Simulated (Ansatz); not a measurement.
Consider the ligand exchange at the Al–O bond: `[NH2][Al]([F])[O][SiH3]` + HCl → `[NH2][Al]([F])[Cl]` + `O[SiH3]`.

Computed with Ansatz on PBE0-D4/def2-TZVP structures; ΔE is electronic, products minus reactants. CCSD(T)/CBS is the MP2 limit (def2-TZVPP, def2-QZVPP) plus CCSD(T) − MP2 in def2-TZVPP, frozen cores. This one scheme is used for every species. Each species was taken in one conformer, which may not be the lowest.

```json
{"level": "HF/def2-TZVPP", "ΔE (eV)": "0.00"}
{"level": "CCSD/def2-TZVPP", "ΔE (eV)": "0.03"}
```

(1) What does CCSD(T)/CBS give? (Estimate.)

Largest T1 diagnostic among the species: 0.011.

Results:

(1) Ansatz gave: -0.02 eV. The listed levels differ from it by 0.02, 0.05 eV.

At CCSD(T), def2-SVP lies +0.06 eV from the extrapolated value and def2-TZVPP +0.04 eV. Leaving LDA and LC-ωPBE aside and taking each functional with its dispersion term where it has one, the values, not all of them listed here, spread over 0.13 eV, from revPBE-D4 to CAM-B3LYP-D4. LDA lies +0.05 eV from PBE without D4.
